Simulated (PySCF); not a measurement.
Job for PySCF: U-M06-2X/def2-TZVPP on F (SMILES [F]).

```python
from pyscf import gto, dft

mol = gto.M(
    atom='''
    F     0.00000000    0.00000000    0.00000000
    ''',
    basis='def2-tzvpp',
    charge=0, spin=1, verbose=4, max_memory=1800)
mf = dft.UKS(mol, xc='m062x').density_fit(auxbasis='def2-universal-jkfit')
mf.grids.level = 4
mf.conv_tol = 1e-9
mf.max_cycle = 150
mf.kernel()
mf.dip_moment()
```

Task: What total energy does the run end on?

Result: -99.7337 hartree.
